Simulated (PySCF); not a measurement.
# IH₃: one-bond stretch

Computed with r2SCAN/[I def2-TZVP with ECP28, H def2-TZVP], scalar-relativistic core potentials, density fitting, no spin–orbit coupling, PySCF.

Rigid scan from the singlet minimum (I–H 1.625 Å, I–H 1.844 Å (×2); H–I–H 81.3° (×2), H–I–H 162.6°). Coordinate: the bond from I to the last atom (H) scaled, the rest fixed. Energies in kJ/mol from the minimum.

```tsv
scale of one bond	E (kJ/mol)	dipole size (D)
0.92	9.8	0.70
0.96	2.2	0.36
1.00	0.0	0.11
1.05	2.8	0.44
1.12	13.5	1.02
1.20	31.6	1.65
1.35	72.6	2.69
1.55	127.4	–
1.80	184.0	–
2.20	243.0	–
```

At long bonds a restricted determinant can lie too high, and another spin state can fall below this curve.

Other isomers or separated fragments may lie lower.
